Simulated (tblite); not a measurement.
C5H6ClF2 (doublet state).
Z-matrix (Å and degrees, GFN2-xTB geometry), rows numbered from 1:
```
C 
C   1  1.2855
C   2  1.3876  1  158.88
Cl  3  1.9877  2  108.33  1     3.97
C   3  1.5201  2  115.73  1  -113.71
C   5  1.5214  3  111.77  2  -176.27
F   6  1.3571  5  110.45  3    65.75
F   6  1.3547  5  110.16  3  -177.43
H   1  1.0809  2  122.45  3  -179.27
H   1  1.0873  2  122.97  3     0.33
H   3  1.0902  2  113.63  1   113.89
H   5  1.0908  3  110.61  2    62.51
H   5  1.0939  3  109.05  2   -57.08
H   6  1.0993  5  113.72  3   -55.80
```

Computed with GFN2-xTB (tblite): harmonic, unscaled wavenumbers at the GFN2-xTB geometry, gas phase. Against measured fundamentals such values can be off by several per cent, at times by over 20. One conformer, not necessarily the lowest. Open shells enter through the occupations alone, without spin polarisation, and single modes of such species can be off by tens of per cent.

Harmonic wavenumbers (cm⁻¹): 49.7, 73.6, 93.4, 113.3, 185.8, 232.2, 311.4, 328.6, 354.4, 397.8, 449.8, 513.0, 549.2, 854.1, 876.8, 910.6, 966.4, 998.8, 1038.5, 1075.0, 1100.5, 1111.4, 1161.4, 1215.9, 1263.2, 1276.4, 1326.3, 1355.3, 1431.8, 1909.5, 2911.2, 2936.7, 2957.8, 2972.6, 3008.0, 3035.9.

A = 2622, B = 914.2, C = 787.3 MHz; mass 139.013 u (most abundant isotopes); point group C1, symmetry number 1; spin multiplicity 2.

Zero-point energy?

½Σν̃ = 20673 cm⁻¹ = 59.11 kcal/mol.

Entropy at 400 K, 1 bar (ideal gas, RRHO, classical rotation)?

Translation 42.19, rotation 30.40, vibration 36.36, spin (R ln 2) 1.38: S = 110.3 cal/(mol K).

And Cp and H(400 K) − H(0)?

Cp = 41.13 cal/(mol K), of which vibrations give 33.18 (their classical limit is 36 R = 71.5); H(400 K) − H(0) = 10.45 kcal/mol without the zero-point energy, 7.27 from vibrations.

How do the functions run with temperature in this model?

```csv
T (K),S (cal/(mol K)),Cp (cal/(mol K)),H − H(0) (kcal/mol),G − H(0) (kcal/mol),ln q(vib)
50,60.7,13.4,0.51,-2.53,0.52
100,71.6,18.6,1.31,-5.85,1.76
298.15,99.3,34.2,6.61,-23.00,6.77
373.15,107.5,39.4,9.37,-30.76,8.54
500,120.1,46.9,14.86,-45.21,11.39
750,141.2,56.9,27.93,-77.97,16.58
1000,158.5,63.2,43.00,-115.50,21.24
```

q(vib) and H(0) count from the zero-point level.

Blend soft modes into free rotors: weight 1/[1 + (100 cm⁻¹/ν̃)⁴] for the oscillator and the rest for a rotor with moment μB/(μ + B), μ = h/(8π²ν), B = 10⁻⁴⁴ kg m². What vibrational entropy results?

33.12 cal/(mol K) in place of 36.36, which changes −T·S at 400 K by +1.30 kcal/mol.

What must be added to the electronic energy to get the Gibbs energy at 400 K and 1 bar?

ZPE + [H(400 K) − H(0)] − T·S = 59.11 + 10.45 − 44.13 = 25.43 kcal/mol.

Hindered rotation and anharmonicity are outside this model. Other conformers, if any are populated, would add a mixing term that is left out. The structure is chiral; the term R ln 2 for an equal mix with its mirror image is left out.

On Intel Xeon at 2.50 GHz, one thread, no GPU (shared host), this took 1.3 s wall. This covers the Hessian and the dipole derivatives.
